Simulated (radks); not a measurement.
Values are calculated unless marked as measured or tabulated.
Question: Mean orbital radii <r> (bohr) of neutral tungsten, [Xe] 4f14 5d4 6s2, of relativity; Dirac values are averaged over j with weights 2j + 1. Spin-unpolarised spherical Kohn-Sham, BLYP, point nucleus unless stated (finite: rms radius 5.3658 fm), a radial shooting solver on a logarithmic mesh with Libxc functionals. A level marked "c x" has the speed of light scaled by that factor and shares open shells by 2j + 1; other Dirac levels either fill j = l - 1/2 first or share by 2j + 1.

shell  non-rel.
2p      0.07315
3s       0.2197
3p       0.2097
3d       0.1839
4s       0.4899
4p       0.4970
4d       0.5137
5s        1.169
4f       0.5890
5p        1.296
5d        1.982
6s        3.533

Give the values at the level "Dirac, c x 0.85".

Answer: 
shell  Dirac, c x 0.85  change of magnitude (%)
2p             0.06723                    -8.10
3s              0.1923                   -12.45
3p              0.1966                    -6.29
3d              0.1819                    -1.11
4s              0.4322                   -11.77
4p              0.4686                    -5.72
4d              0.5112                    -0.49
5s               1.024                   -12.42
4f              0.6179                    +4.90
5p               1.228                    -5.29
5d               2.133                    +7.63
6s               3.033                   -14.14
